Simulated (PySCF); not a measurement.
C2H5ClGaN, SMILES C=[CH][Ga]([NH2])[Cl].

Geometry optimised at r2SCAN-D4/def2-SVP. The structure was generated by enumeration; whether it is a known compound was not checked. The values are those of a single conformer.

The numbers are results of PBE/def2-TZVP (PySCF), not measurements.

Isolated molecule, no solvent.

The total energy is -2518.49582 hartree and the highest occupied level is -6.15 eV. The lowest empty level is -2.14 eV and the orbital gap comes out as 4.01 eV. The dipole moment comes out as 2.98 D, the quadrupole, principal values (traceless, Buckingham form, about the centre of nuclear charge) is -4.29, -2.26, 6.55 D·Å and the mean static polarisability is 72.5 bohr³ (10.74 Å³). The polarisability, principal values is 47.5, 73.6, 96.3 bohr³.
